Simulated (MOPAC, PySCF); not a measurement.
Scan of H₃N (cation, charge +1), doublet: umbrella (inversion) coordinate, bond length relaxed. Scanned: angle between the N-H bonds and the threefold axis (90 = planar). Other coordinates (N-H bond length) were minimised at PBE0/def2-TZVP.

Levels: UKS-B3LYP/6-31G* = PySCF 2.14.0 with unrestricted B3LYP/6-31G*, spherical d; UMP2/6-31G* = unrestricted MP2 (frozen core)/6-31G*, spherical d (PySCF 2.14.0); PM6, unrestricted, heats of formation (MOPAC); CCSD(T) on UHF/cc-pVTZ, 1 core orbital frozen (PySCF).

Energies relative to the lowest point of each profile, in kcal/mol; the last columns give the difference from CCSD(T):

| a / ° | UKS-B3LYP/6-31G* | UMP2/6-31G* | PM6 | CCSD(T) | UKS-B3LYP/6-31G* − CCSD(T) | UMP2/6-31G* − CCSD(T) | PM6 − CCSD(T) |
|---|---|---|---|---|---|---|---|
| 90 | 0.0 | 0.0 | 0.0 | 0.0 | 0.0 | 0.0 | 0.0 |
| 93 | 0.2 | 0.2 | 0.2 | 0.2 | 0.0 | 0.0 | 0.0 |
| 96 | 1.0 | 1.0 | 1.0 | 0.9 | 0.0 | 0.0 | 0.1 |
| 99 | 2.2 | 2.3 | 2.4 | 2.2 | 0.1 | 0.1 | 0.2 |
| 102 | 4.2 | 4.2 | 4.4 | 4.0 | 0.1 | 0.2 | 0.4 |
| 105 | 6.9 | 7.0 | 7.3 | 6.7 | 0.2 | 0.3 | 0.6 |
| 108 | 10.5 | 10.7 | 11.2 | 10.2 | 0.3 | 0.5 | 1.0 |
| 111 | 15.3 | 15.6 | 16.1 | 14.8 | 0.5 | 0.8 | 1.4 |
| 114 | 21.3 | 21.8 | 22.3 | 20.6 | 0.7 | 1.3 | 1.8 |
| 117 | 28.7 | 29.5 | 29.8 | 27.7 | 1.1 | 1.8 | 2.2 |
| 120 | 37.7 | 38.7 | 38.7 | 36.2 | 1.5 | 2.5 | 2.5 |
| 123 | 48.5 | 49.9 | 49.2 | 46.4 | 2.1 | 3.4 | 2.8 |
| 126 | 61.3 | 63.0 | 61.3 | 58.4 | 2.9 | 4.6 | 2.9 |
| 129 | 76.2 | 78.3 | 75.1 | 72.3 | 3.9 | 6.0 | 2.7 |
| 132 | 93.5 | 96.2 | 90.8 | 88.5 | 5.1 | 7.7 | 2.3 |

UKS-B3LYP/6-31G* is furthest from CCSD(T) at 132 (5.1 kcal/mol, above); its mean absolute difference over the points is 1.2 kcal/mol.

UMP2/6-31G* is furthest from CCSD(T) at 132 (7.7 kcal/mol, above); its mean absolute difference over the points is 2.0 kcal/mol.

PM6 is furthest from CCSD(T) at 126 (2.9 kcal/mol, above); its mean absolute difference over the points is 1.4 kcal/mol.
